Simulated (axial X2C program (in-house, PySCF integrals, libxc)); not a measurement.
**BeB: properties at the nuclei**

Computed with an axial X2C code built on PySCF integrals: two-component X2C with atomic mean-field Coulomb and Gaunt terms, Gaussian nuclei, basis B dyall-v3z, Be dyall-cv3z with contracted cores.

R = 1.897 Å (near the PBE0 minimum at charge 0 of the determinant lowest at the starting distance; the state shown can have its own minimum elsewhere).

Input and command:
```json
{"zs": [5, 4], "q": 0, "bas": ["dyall-v3z", "dyall-cv3z"], "r0": 1.87, "levels": ["PBE0", "HF", "B3LYP", "PBE50", "BHandHLYP"], "nst": 3}
```
```bash
python soeom.py task.json out
```

Keys: zs atomic numbers; q charge; bas basis sets; r0 starting distance in Å; levels methods; nst determinants followed.

Determinant lowest in the PBE0 search, Ω = 1/2 (⟨Sz⟩ = -0.50, ⟨Lz⟩ = 1.00 at PBE0), spin on the atoms B -0.72, Be 0.22:

```tsv
level	Eeff magnitude (GV/cm)	Ws magnitude B (kHz)	Ws magnitude Be (kHz)	A∥/gI B (MHz)	qzz B (a.u.)	A∥/gI Be (MHz)	qzz Be (a.u.)	μ (D)
PBE0	0.00911	0.00539	0.00194	16.8	-0.22	215	-0.10	0.80
HF	0.0116	0.00705	0.00226	-79.8	-0.26	220	-0.16	0.43
B3LYP	0.00871	0.00505	0.00196	6.83	-0.23	229	-0.09	1.06
PBE50	0.01	0.00595	0.00209	1.44	-0.22	218	-0.11	0.67
BHandHLYP	0.01	0.00584	0.00222	-11.6	-0.23	242	-0.11	0.84
```

Eeff is the effective electric field on the electron electric dipole moment in this Ω state and Ws the scalar–pseudoscalar constant of the nucleus named (defined with the proton number Z and per Ω); A∥ (defined per Ω) follows by multiplying with gI = μI/(I μN); qzz is the electric field gradient, eQq0 = 234.96 MHz × Q/barn × qzz; μ is positive if the Be end (last atom) is positive. The operators were transformed with the bare-nucleus X2C matrices; with these basis sets, hyperfine constants and field gradients can be off by tens of per cent, and where levels differ in sign neither size nor sign is settled.

(1) With Q(11B) = 0.04059 barn, gI(9Be) = -0.7850, Q(9Be) = 0.05288 barn (g factors from the IAEA table of nuclear moments by Stone; Q from Pyykkö, Mol. Phys. 2018), turn the PBE0 values of the first state into constants in MHz.

Each state is one determinant with collinear spin. Unrestricted Hartree–Fock can overshoot spin polarisation at the nuclei. States lie within half an eV, so the first need not be the ground state. Further determinants of the search, some of them spin-mixed, are not shown. Where a field gradient or hyperfine factor spreads by more than a factor of two over the levels, a constant derived from it is not to be relied on.

## Answers

(1) eQq0(11B) = 234.96 × (0.04059) × (-0.22) = -2.1 MHz; A∥(9Be) = 215 × -0.7850 = -169 MHz; eQq0(9Be) = 234.96 × (0.05288) × (-0.10) = -1.24 MHz.
